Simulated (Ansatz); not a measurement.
`F[SiH](Cl)[GeH2][Cl]` and `F[SiH](Cl)[NH][GeH3]` differ in one atom or group.

Ansatz, PBE0-D4/def2-TZVP geometries, multiplicity 1. Each molecule was computed in one conformer, which needn't be the lowest.

Scalar relativity is left out up to krypton.

```tsv
property	`F[SiH](Cl)[GeH2][Cl]`
size of the dipole moment (PBE/def2-TZVPP) / D	2.44
HOMO energy (B3LYP/def2-TZVPP) / eV	-8.09
LUMO energy (B3LYP/def2-TZVPP) / eV	-1.38
HOMO–LUMO gap (B3LYP/def2-TZVPP) / eV	6.71
HOMO energy (ωB97M-V/def2-TZVPP) / eV	-10.35
LUMO energy (PBE/def2-TZVPP) / eV	-2.02
```

Question: What does the change do to each property? (Best estimate.)

Answer: Ansatz gave: 
```json
{"property": "size of the dipole moment (PBE/def2-TZVPP) / D", "`F[SiH](Cl)[NH][GeH3]`": "2.46", "shift": "0.02"}
{"property": "HOMO energy (B3LYP/def2-TZVPP) / eV", "`F[SiH](Cl)[NH][GeH3]`": "-7.80", "shift": "0.29"}
{"property": "LUMO energy (B3LYP/def2-TZVPP) / eV", "`F[SiH](Cl)[NH][GeH3]`": "-0.18", "shift": "1.20"}
{"property": "HOMO–LUMO gap (B3LYP/def2-TZVPP) / eV", "`F[SiH](Cl)[NH][GeH3]`": "7.62", "shift": "0.91"}
{"property": "HOMO energy (ωB97M-V/def2-TZVPP) / eV", "`F[SiH](Cl)[NH][GeH3]`": "-10.36", "shift": "-0.01"}
{"property": "LUMO energy (PBE/def2-TZVPP) / eV", "`F[SiH](Cl)[NH][GeH3]`": "-0.78", "shift": "1.24"}
```

With PBE0 the HOMO rises by 0.24 eV and the LUMO rises by 1.25 eV, so the gap widens by about 1.01 eV. PBE moves the HOMO by 0.40 eV and ωB97M-V by -0.01 eV. Dipoles are sizes alone; their direction can turn.

B3LYP here is the variant with VWN-RPA as its local correlation; programs differ in this.
